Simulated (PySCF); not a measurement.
PySCF input file for BrGaH2O2, SMILES [OH][Ga]([OH])[Br], TDDFT-PBE0/def2-SVPD. Geometry optimised at B3LYP-D3(BJ)/def2-SVP. Other conformers were not sampled.

```python
import numpy as np
from pyscf import gto, scf, dft, tdscf

mol = gto.M(
    atom='''
    Ga   -0.00222336    0.75318670    0.00000000
    Br   -0.01375933   -1.53198647    0.00000000
    O    -1.55096515    1.62189904    0.00000000
    H    -1.43559326    2.58243784    0.00000000
    O     1.51034789    1.69494418    0.00000000
    H     2.31103177    1.15355511    0.00000000
    ''',
    basis='def2-SVPD',
    charge=0,
    spin=0,
    symmetry=True,
    max_memory=1600,
    verbose=4,
)
mf = dft.RKS(mol, xc='pbe0').density_fit(auxbasis='def2-universal-jkfit')
mf.grids.level = 3
mf.conv_tol = 1e-9
mf.max_cycle = 100
mf.kernel()
mf.grids = dft.Grids(mol).set(level=1).build(with_non0tab=True)  # coarser grid for the response kernel
td = tdscf.TDDFT(mf)
td.singlet = True
td.nstates = 10
td.conv_tol = 1e-4
td.positive_eig_threshold = 1e-6
td.kernel(x0=td.get_init_guess(mf, 15))
td.analyze()
tt = tdscf.TDA(mf)
tt.singlet = False
tt.nstates = 4
tt.conv_tol = 1e-4
tt.positive_eig_threshold = 1e-6
tt.kernel(x0=tt.get_init_guess(mf, 9))
tt.analyze(verbose=3)
```

Log of the run:

```
PySCF version 2.14.0

[INPUT] verbose = 4
[INPUT] num. atoms = 6
[INPUT] num. electrons = 84
[INPUT] charge = 0
[INPUT] spin (= nelec alpha-beta = 2S) = 0
[INPUT] symmetry True subgroup None
[INPUT] Mole.unit = angstrom
[INPUT] Symbol           X                Y                Z      unit          X                Y                Z       unit  Magmom
[INPUT]  1 Ga    -0.002223360000   0.753186700000   0.000000000000 AA   -0.004201541476   1.423316583665   0.000000000000 Bohr   0.0
[INPUT]  2 Br    -0.013759330000  -1.531986470000   0.000000000000 AA   -0.026001365358  -2.895034854839   0.000000000000 Bohr   0.0
[INPUT]  3 O     -1.550965150000   1.621899040000   0.000000000000 AA   -2.930899362245   3.064944987295   0.000000000000 Bohr   0.0
[INPUT]  4 H     -1.435593260000   2.582437840000   0.000000000000 AA   -2.712878087672   4.880100251313   0.000000000000 Bohr   0.0
[INPUT]  5 O      1.510347890000   1.694944180000   0.000000000000 AA    2.854143864915   3.202980296626   0.000000000000 Bohr   0.0
[INPUT]  6 H      2.311031770000   1.153555110000   0.000000000000 AA    4.367217110469   2.179903227493   0.000000000000 Bohr   0.0

nuclear repulsion = 528.485688783451
point group symmetry = Cs
symmetry origin: [-6.29908710e-09 -8.99869766e-10  0.00000000e+00]
symmetry axis x: [1.00000000e+00 2.52583376e-10 0.00000000e+00]
symmetry axis y: [-2.52583376e-10  1.00000000e+00  0.00000000e+00]
symmetry axis z: [0. 0. 1.]
num. orbitals of irrep A' = 98
num. orbitals of irrep A" = 43
number of shells = 55
number of NR pGTOs = 249
number of NR cGTOs = 141
basis = def2-SVPD
ecp = {}


[settings echo left out]
init E= -4647.99875574335
HOMO (A') = -0.348186929370758  LUMO (A') = -0.109912113282057  gap/eV = 6.48379
cycle= 1 E= -4649.19679526766  delta_E= -1.2  |g|=  1.1  |ddm|= 3.21
HOMO (A") = -0.184169845589941  LUMO (A') = -0.0451343212768505  gap/eV = 3.78335
cycle= 2 E= -4648.59227980385  delta_E= 0.605  |g|= 2.06  |ddm|= 3.43
HOMO (A') = -0.30510426762882  LUMO (A') = -0.0652900010294881  gap/eV = 6.52568
cycle= 3 E= -4649.41045825073  delta_E= -0.818  |g|= 0.141  |ddm|= 2.43
HOMO (A') = -0.329593479365677  LUMO (A') = -0.0607415805910811  gap/eV = 7.31583
cycle= 4 E= -4649.41412451459  delta_E= -0.00367  |g|= 0.0852  |ddm|= 0.25
HOMO (A') = -0.325494798447538  LUMO (A') = -0.0623476939933476  gap/eV = 7.16060
cycle= 5 E= -4649.41522931894  delta_E= -0.0011  |g|= 0.012  |ddm|= 0.0798
HOMO (A') = -0.32348279595905  LUMO (A') = -0.0613173628610681  gap/eV = 7.13388
cycle= 6 E= -4649.41524834949  delta_E= -1.9e-05  |g|= 0.00692  |ddm|= 0.0175
HOMO (A') = -0.323542415650729  LUMO (A') = -0.0613351311066292  gap/eV = 7.13502
cycle= 7 E= -4649.41525723591  delta_E= -8.89e-06  |g|= 0.00134  |ddm|= 0.0069
HOMO (A') = -0.323617345454611  LUMO (A') = -0.0614179720272925  gap/eV = 7.13481
cycle= 8 E= -4649.4152575736  delta_E= -3.38e-07  |g|= 0.000431  |ddm|= 0.00169
HOMO (A') = -0.323553804018034  LUMO (A') = -0.0613907541648007  gap/eV = 7.13382
cycle= 9 E= -4649.41525760365  delta_E= -3.01e-08  |g|= 4.22e-05  |ddm|= 0.000491
HOMO (A') = -0.323558983890974  LUMO (A') = -0.0613907759947647  gap/eV = 7.13396
cycle= 10 E= -4649.41525760393  delta_E= -2.78e-10  |g|= 1.63e-05  |ddm|= 6.9e-05
HOMO (A') = -0.323558276200899  LUMO (A') = -0.0613917472882717  gap/eV = 7.13391
Extra cycle  E= -4649.41525760389  delta_E= 4.46e-11  |g|= 1.92e-05  |ddm|= 4.18e-05
converged SCF energy = -4649.41525760389
tot grids = 30056
Overwritten attributes  positive_eig_threshold  of <class 'pyscf.tdscf.rks.TDDFT'>


******** <class 'pyscf.tdscf.rks.TDDFT'> for <class 'pyscf.df.df_jk.DFSymAdaptedRKS'> ********
nstates = 10 singlet
deg_eia_thresh = 1.000e-03
wfnsym = None
conv_tol = 0.0001
eigh lindep = 1e-12
eigh level_shift = 0
eigh max_cycle = 100


Excitation energies (eV)
[5.81665298 5.83665132 6.11971116 6.79846097 6.9226479  6.97746494
 7.10927067 7.53282769 7.86686132 7.93042247]

** Singlet excitation energies and oscillator strengths **
Excited State   1:   A'      5.81665 eV    213.15 nm  f=0.0328
      42 -> 43       -0.69825
Excited State   2:   A"      5.83665 eV    212.42 nm  f=0.0058
      41 -> 43        0.69934
Excited State   3:   A"      6.11971 eV    202.60 nm  f=0.0001
      40 -> 43       -0.70029
Excited State   4:   A"      6.79846 eV    182.37 nm  f=0.0001
      42 -> 44       -0.70487
Excited State   5:   A'      6.92265 eV    179.10 nm  f=0.0215
      39 -> 43        0.49347
      40 -> 44       -0.12113
      41 -> 44       -0.48307
Excited State   6:   A"      6.97746 eV    177.69 nm  f=0.0856
      38 -> 43        0.69602
Excited State   7:   A'      7.10927 eV    174.40 nm  f=0.0221
      37 -> 43        0.53298
      39 -> 43        0.16519
      40 -> 44       -0.35503
      41 -> 44        0.23080
Excited State   8:   A'      7.53283 eV    164.59 nm  f=0.2574
      36 -> 43        0.16435
      37 -> 43        0.27148
      38 -> 44       -0.14791
      39 -> 43       -0.39226
      41 -> 44       -0.41245
      42 -> 46        0.13981
Excited State   9:   A"      7.86686 eV    157.60 nm  f=0.0010
      39 -> 44        0.69974
Excited State  10:   A'      7.93042 eV    156.34 nm  f=0.1588
      37 -> 43       -0.31133
      39 -> 43       -0.16229
      40 -> 44       -0.55880
      42 -> 46        0.10644

** Transition electric dipole moments (AU) **
state          X           Y           Z        Dip. S.      Osc.
  1        -0.4699     -0.0982      0.0000      0.2304      0.0328
  2         0.0000      0.0000      0.2019      0.0408      0.0058
  3        -0.0000     -0.0000     -0.0262      0.0007      0.0001
  4         0.0000     -0.0000     -0.0276      0.0008      0.0001
  5         0.0721      0.3487     -0.0000      0.1268      0.0215
  6         0.0000     -0.0000      0.7076      0.5007      0.0856
  7         0.2512      0.2528      0.0000      0.1270      0.0221
  8         0.0831     -1.1780     -0.0000      1.3947      0.2574
  9        -0.0000      0.0000      0.0716      0.0051      0.0010
 10        -0.8966     -0.1148      0.0000      0.8171      0.1588

** Transition velocity dipole moments (imaginary part, AU) **
state          X           Y           Z        Dip. S.      Osc.
  1        -0.1043     -0.0215      0.0000      0.0113      0.0354
  2        -0.0000      0.0000      0.0435      0.0019      0.0059
  3        -0.0000      0.0000     -0.0061      0.0000      0.0001
  4        -0.0000     -0.0000     -0.0067      0.0000      0.0001
  5         0.0213      0.0935     -0.0000      0.0092      0.0241
  6         0.0000     -0.0000      0.1801      0.0324      0.0843
  7         0.0743      0.0661     -0.0000      0.0099      0.0252
  8         0.0238     -0.3314      0.0000      0.1104      0.2659
  9        -0.0000     -0.0000      0.0206      0.0004      0.0010
 10        -0.2640     -0.0343      0.0000      0.0709      0.1622

** Transition magnetic dipole moments (imaginary part, AU) **
state          X           Y           Z
  1         0.0000      0.0000      0.0510
  2         0.3377     -0.0001     -0.0000
  3         0.0758      0.4049     -0.0000
  4        -0.1431      0.3428     -0.0000
  5        -0.0000     -0.0000     -0.0440
  6        -0.4138      0.0823     -0.0000
  7        -0.0000     -0.0000      0.2704
  8         0.0000      0.0000      0.1733
  9         0.9473     -0.4452      0.0000
 10         0.0000      0.0000     -0.5195
Overwritten attributes  positive_eig_threshold  of <class 'pyscf.tdscf.rks.TDA'>


******** <class 'pyscf.tdscf.rks.TDA'> for <class 'pyscf.df.df_jk.DFSymAdaptedRKS'> ********
nstates = 4 triplet
deg_eia_thresh = 1.000e-03
wfnsym = None
conv_tol = 0.0001
eigh lindep = 1e-12
eigh level_shift = 0
eigh max_cycle = 100


Excitation energies (eV)
[5.41530754 5.50008149 5.75733486 6.28268981]

** Triplet excitation energies and oscillator strengths **
Excited State   1:   A'      5.41531 eV    228.95 nm  f=0.0000
Excited State   2:   A"      5.50008 eV    225.42 nm  f=0.0000
Excited State   3:   A"      5.75733 eV    215.35 nm  f=0.0000
Excited State   4:   A'      6.28269 eV    197.34 nm  f=0.0000
```

Self-consistency was reached.
